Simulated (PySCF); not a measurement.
# One molecule, several mistakes: BH3O2Si

All numbers below are calculated, not measured. They come from PySCF 2.14.0, an open-source quantum chemistry program, on an isolated molecule that a program drew, which may never have been made. The molecule is BH3O2Si (charge 0, singlet), drawn as the SMILES string `OBO[SiH]`.

Each row is a Hartree-Fock (HF) and frozen-core CCSD(T) single point in the cc-pV(D+d)Z basis, meant for a local HF minimum. Run 1 is clean. Each other run has one planted mistake out of seven kinds, and not every kind appears here: one electron removed, one electron added, multiplicity raised by two, geometry at a saddle point, minimal basis STO-3G, one bond length entered in bohr, all coordinates scaled. The reference is restricted for singlets and unrestricted otherwise, and also for a bond in bohr. Adding or removing an electron swaps singlet and doublet. Electrons count all cores. HOMO and LUMO are orbital energies over both spins, the gradient is its largest component, and the lowest frequency (negative if imaginary) is given only where the gradient is small. Bond lengths are over the 6 bonds as drawn. T1 is the CCSD diagnostic: over 0.02 (restricted) or 0.045 (unrestricted) a single reference is doubtful.

Geometry of the clean run:
```xyz
7
BH3O2Si, angstrom
O    -0.5235    1.7679   -0.7840
B    -0.1017    0.6272   -1.3610
O    -0.4299   -0.5821   -0.8038
Si   -0.0516   -2.1342   -1.2927
H    -1.0364    1.6134   -0.0026
H     0.5572    0.7062   -2.3584
H    -0.7802   -2.8372   -0.1592
```

| run | electrons | basis functions | <S^2> | HOMO (eV) | LUMO (eV) | gradient (hartree/bohr) | lowest frequency (cm^-1) | mean bond (Å) | longest bond (Å) | T1 | HF (hartree) | CCSD(T) (hartree) | mistake |
|---|---|---|---|---|---|---|---|---|---|---|---|---|---|
| 1 | 38 | 80 | 0.000 | -9.10 | 0.96 | 1.6e-05 | 94 | 1.3422 | 1.671 | 0.0160 | -465.19447 | -465.77460 | no fault |
| 2 | 37 | 80 | 0.771 | -18.28 | -7.34 | 7.7e-02 | - | 1.3422 | 1.671 | 0.0252 | -464.89367 | -465.45059 | one electron removed |
| 3 | 38 | 27 | 0.000 | -6.19 | 6.05 | 4.2e-02 | - | 1.3422 | 1.671 | 0.0205 | -459.47859 | -459.67439 | minimal basis STO-3G |
| 4 | 39 | 80 | 0.774 | -0.43 | 8.65 | 8.6e-02 | - | 1.3422 | 1.671 | 0.0179 | -465.18413 | -465.76912 | one electron added |
| 5 | 38 | 80 | 1.054 | -7.79 | 0.28 | 7.3e-03 | - | 1.5900 | 3.157 | 0.0237 | -465.07396 | -465.61265 | ? |
| 6 | 38 | 80 | 0.000 | -8.78 | 1.27 | 1.2e-01 | - | 1.2469 | 1.552 | 0.0137 | -465.14956 | -465.71681 | ? |

**Which mistake was planted in run 5, and what did it cost?**

The mean bond changes by a factor of 1.185 and the longest by 1.889, so the molecule wasn't scaled as a whole. A length L in bohr read as angstrom grows by (1/0.5292 - 1) L = 0.890 L. The 6 bonds together grew by 6 x 0.2478 = 1.487 Å, which gives L = 1.671 Å. That is bond O3-Si4, 1.671 Å in the clean geometry. So the mistake is: one bond length entered in bohr. Subtracting run 1 and multiplying by 627.51 kcal/mol a hartree, the energy moved by 75.6 kcal/mol in HF and 101.6 kcal/mol in CCSD(T).

**Which mistake was planted in run 6, and what did it cost?**

The mean and the longest bond both change by the same factor, 0.929, and the gradient is no longer small. So the mistake is: all coordinates scaled. Subtracting run 1 and multiplying by 627.51 kcal/mol a hartree, the energy moved by 28.2 kcal/mol in HF and 36.3 kcal/mol in CCSD(T).

Cautions from the logs. Run 3: T1 is over the limit, so its CCSD(T) energy is less reliable; run 4: the added electron raises the CCSD(T) energy, so it isn't bound in this basis.
